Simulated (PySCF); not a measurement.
ZrCl3, SMILES [Cl][Zr+]([Cl])[Cl], charge +1, multiplicity 1. Atoms are numbered in the order given.

```xyz
4

Zr     0.0000     0.0000     0.4284
Cl     1.8547     1.0708    -0.3360
Cl     0.0000    -2.1416    -0.3360
Cl    -1.8547     1.0708    -0.3360
```
Charge +1, spin multiplicity 1.

The structure is a stationary point at B3LYP-D3(BJ)/def2-SVP. The spin state was assumed, not searched. The isomer is the one that the SMILES or the coordinates give; other isomers of the formula were not compared. The def2 effective core potentials stand for the cores of Zr; spin–orbit coupling is left out.

Method: PBE/def2-TZVPD (PySCF).

Mulliken values depend strongly on the basis, most of all with diffuse functions as here. ESP charges are fitted to the potential on shells at 1.4 to 2.0 van der Waals radii. Atomic charges (e):

| atom | ESP fit | Mulliken |
|---|---|---|
| Zr1 | 1.38 | 1.65 |
| Cl2 | -0.13 | -0.22 |
| Cl3 | -0.12 | -0.22 |
| Cl4 | -0.13 | -0.22 |
